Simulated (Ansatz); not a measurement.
`[SiH3][GeH2][SiH2][GeH2][SiH2][GeH3]` + `[SiH3][GeH3]` → `[SiH3][GeH2][GeH2][SiH2][GeH3]` + `[SiH3][GeH2][SiH3]`  (formal exchange of groups at a Ge–Si bond)

Computed with Ansatz on PBE0-D4/def2-TZVP structures; ΔE is electronic, products minus reactants. CBS: MP2 limit from def2 TZ/QZ plus the TZ coupled-cluster correction, frozen cores. For Ge outer-core shells are correlated without core-valence functions, which leaves a few kJ/mol of doubt a bond. Scalar relativity is left out up to krypton. Each species was taken in one conformer, which may not be the lowest.

```json
{"species": "`[SiH3][GeH2][SiH2][GeH2][SiH2][GeH3]`", "MP2/CBS(def2) energy (Eh)": "-7103.86539"}
{"species": "`[SiH3][GeH3]`", "MP2/CBS(def2) energy (Eh)": "-2368.72820"}
{"species": "`[SiH3][GeH2][GeH2][SiH2][GeH3]`", "MP2/CBS(def2) energy (Eh)": "-6813.60580"}
{"species": "`[SiH3][GeH2][SiH3]`", "MP2/CBS(def2) energy (Eh)": "-2658.99286"}
```

**Question.** Work out ΔE.

**Answer.** ΔE = (-6813.60580) + (-2658.99286) − (-7103.86539) − (-2368.72820) = -0.00507 Eh = -3.2 kcal/mol. CCSD(T)/CBS gives -2.7 kcal/mol.

Largest T1 diagnostic among the species: 0.013.

In def2-TZVPP, CCSD(T) changes the Hartree–Fock value by +2.5 kcal/mol (the triples alone add +0.5 kcal/mol) and MP2 by +2.0 kcal/mol. The D4 term adds +1.9 kcal/mol with B3LYP and +1.2 kcal/mol with PBE0; it sums over pairs of atoms, weighted by their polarisabilities, and B3LYP, whose exchange is more repulsive, gets the larger term.

B3LYP here is the variant with VWN-RPA as its local correlation; programs differ in this.
